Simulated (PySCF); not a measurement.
# S: excitation energy

S [Ne] 3s2 3p4 (3P) → S [Ne] 3s1 3p4 3d1 (high-spin determinant), as a difference of total energies. All numbers are calculated (PySCF 2.14, the spin-free X2C one-electron Hamiltonian (Gaussian nucleus), in dyall-av3z (19s12p3d2f, 84 functions)). Correlated levels: valence: [Ne] frozen; virtual orbitals above 40 to 60 times the deepest correlated orbital energy dropped. The calculations carry no spin-orbit coupling.

| method | excitation energy (eV) |
| --- | --- |
| UHF | 18.678 |
| LDA | 19.244 |
| PBE | 18.978 |
| PBE0 | 19.183 |
| r2SCAN | 18.770 |
| B97-3 | 19.690 |
| wB97X-V | 19.842 |
| B3LYP | 19.413 |
| r2SCAN0 | 18.974 |
| MP2 (valence) | 19.211 |
| SCS-MP2 (valence) | 19.393 |

Q: How much does correlation contribute at MP2 (valence)?

A: 19.211 − (18.678) = 0.533 eV, measured against UHF.

The upper state lies above the first ionisation limit, where it may autoionise and the basis confines it.

The promoted electron is Rydberg-like, and one or two diffuse shells describe it only roughly, which tends to raise the upper state.

In the upper state the promoted electron has a positive orbital energy at LDA, PBE, PBE0, r2SCAN, B97-3, B3LYP, r2SCAN0, so the basis confines it.

The determinant of the upper state mixes LS terms, which raises its energy above the lowest term, most at the Hartree-Fock and MP2 levels.
